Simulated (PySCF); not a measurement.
SMILES [SiH3][Al]([SiH3])[Cl] (H6AlClSi2) (PBE0/def2-SVP optimised geometry):

```
10

Al     0.188     0.724     0.000
Cl     0.878     1.965    -1.577
Si     1.053    -1.573     0.000
H      0.594    -2.299    -1.228
H      0.585    -2.344     1.196
H      2.551    -1.573     0.000
Si    -1.366     1.781     1.577
H     -1.863     0.811     2.603
H     -2.551     2.344     0.852
H     -0.689     2.909     2.294
```

Calculation: PySCF with PBE0/def2-TZVP.

**Question.** What are the frontier orbital energies and the dipole moment?

**Answer.** HOMO-2 -9.42 eV, HOMO-1 -9.07 eV, HOMO -7.33 eV, LUMO -2.35 eV, LUMO+1 -0.58 eV; dipole moment 1.27 D.

On the same geometry PySCF 2.14.0 with PBE/def2-TZVP gives HOMO-2 -8.03 eV, HOMO-1 -7.87 eV, HOMO -6.31 eV, LUMO -3.07 eV, LUMO+1 -1.34 eV; dipole moment 1.15 D.

Meta-Löwdin charges at PBE0/def2-TZVP: Al1 0.50, Cl2 -0.33, Si3 0.10, H4 -0.06, H5 -0.07, H6 -0.06, Si7 0.10, H8 -0.07, H9 -0.06, H10 -0.06.
